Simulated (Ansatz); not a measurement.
Basis-set extrapolation for C2H10NPSi, SMILES `CCN([SiH3])P` (PBE0-D4/def2-TZVP geometry, frozen core, the Gaussian-basis code of Ansatz). Multiplicity 1, RHF reference.

```csv
,def2-TZVPP,def2-QZVPP
HF,-765.765715,-765.791849
MP2 correlation,-0.849530,-0.907631
CCSD(T) correlation,-0.952788,not run
```

Energies in hartree. Use E(X) = E(∞) + A·exp(−7.88·√X) for Hartree–Fock and E(X) = E(∞) + B·X^(−2.97) for correlation, with X = 3 and 4, and add CCSD(T) minus MP2 of the smaller set to the MP2 limit.

Task: What is the CCSD(T) energy at the basis-set limit?

Result: HF limit: -765.791849 + (-0.026134) × 0.13774 = -765.79545. MP2 limit: -0.907631 + (-0.058101) × 0.74074 = -0.95067. Higher-order term: -0.952788 − (-0.849530) = -0.10326. Total: -766.84938 hartree, 3.56 eV below CCSD(T)/def2-TZVPP.
